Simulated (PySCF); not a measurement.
Spectra and structures to be paired. Computed, not measured: PySCF 2.14.0, density-fitted response routines, TDDFT PBE0/def2-SVPD, vertical, gas phase, core orbitals frozen in the response. Geometries: GFN2-xTB; one conformer of each isolated species. Triplets are in the Tamm–Dancoff approximation. Ions are computed without counter-ions or solvent.

A. `COC(F)=C(C)C`
B. `C=C(C#N)S(=O)(=O)[O-]`
C. `C=CC[C@]1(F)CS1`
D. `N#CCC=C1CC1`

Lowest singlet levels (six at most, fewer where fewer were computed) with oscillator strengths:

1. 6.71 eV (f 0.004); 7.04 eV (f 0.334); 7.21 eV (f 0.146); 7.39 eV (f 0.005); 7.56 eV (f 0.011); 7.68 eV (f 0.013); T1 4.40 eV
2. 3.92 eV (f 0.000); 4.72 eV (f 0.002); 5.13 eV (f 0.000); 5.20 eV (f 0.072); 5.80 eV (f 0.001); 6.19 eV (f 0.001); T1 3.56 eV
3. 4.92 eV (f 0.002); 5.99 eV (f 0.025); 6.55 eV (f 0.037); 6.68 eV (f 0.005); 6.75 eV (f 0.094); 7.08 eV (f 0.026); T1 4.40 eV
4. 5.76 eV (f 0.006); 6.48 eV (f 0.054); 6.80 eV (f 0.008); 7.01 eV (f 0.266); 7.17 eV (f 0.212); 7.60 eV (f 0.031); T1 4.37 eV

Question: Which spectrum belongs to which structure?

Answer: 1 = D, 2 = B, 3 = C, 4 = A.
- A: S1 at 5.76 eV, HOMO→LUMO (95%); Löwdin shares by element: HOMO carbon 54% or more, oxygen 16%, fluorine 7% (atoms not listed hold the other 22%); LUMO carbon 50% or more (atoms not listed hold the other 50%); HOMO -6.29 and LUMO 0.59 eV.
- B: S1 at 3.92 eV, HOMO→LUMO (100%); Löwdin shares by element: HOMO oxygen 100%; LUMO carbon 69%, nitrogen 16%; HOMO -3.07 and LUMO 1.97 eV; point group Cs, 2 of its 6 listed states under f = 0.0005.
- C: S1 at 4.92 eV, HOMO→LUMO (80%), HOMO→LUMO+1 (17%); Löwdin shares by element: HOMO sulfur 72%, carbon 15% or more; LUMO carbon 38% or more, sulfur 33% (atoms not listed hold the other 28%); HOMO -6.94 and LUMO -0.41 eV.
- D: S1 at 6.71 eV, HOMO-1→LUMO (95%); Löwdin shares by element: HOMO carbon 81% or more (atoms not listed hold the other 19%); LUMO carbon 64% or more (atoms not listed hold the other 36%); HOMO -7.84 and LUMO -0.32 eV.
